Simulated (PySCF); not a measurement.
## H₃B, SMILES `B` (charge 0, multiplicity 1)

Level of theory: M06-2X/def2-TZVP (PySCF).

HOMO: -11.26 eV
dipole moment: 0.00 D
HOMO–LUMO gap: 10.26 eV
LUMO: -1.00 eV
total energy: -26.5950 Ha
cost: about 5 core-seconds (a rough figure)

```xyz
4

B     -0.0003    -0.0004     0.0007
H     -0.9000    -0.7749    -0.0022
H     -0.2212     1.1661     0.0009
H      1.1204    -0.3922     0.0006
```
